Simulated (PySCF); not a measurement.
A calculated (UHF, PySCF 2.14, def2-SVP, no relativity, point nucleus) atom or ion has these occupied shells.

```
shell  electrons  orbital energy (eV)  rms radius, mean of both spins (bohr)
 1s α          1             -11792.3                                 0.0537
 1s β          1             -11792.2                                 0.0537
 2s α          1              -1553.7                                  0.224
 2s β          1              -1553.6                                  0.224
 2p α          3              -1386.6                                  0.198
 2p β          3              -1386.5                                  0.198
 3s α          1              -240.31                                  0.650
 3s β          1              -240.13                                  0.650
 3p α          3              -181.86                                  0.671
 3p β          3              -181.60                                  0.671
 3d α          5              -79.263                                  0.744
 3d β          5              -79.132                                  0.744
 4s α          1              -38.332                                   2.01
 4s β          1              -35.579                                   2.01
 4p α          1              -27.759                                   2.36
```

**Question.** Name the element and its charge.

**Answer.** As²⁺ (arsenic, charge +2), in [Ar] 3d10 4s2 4p1, 2P determinant.
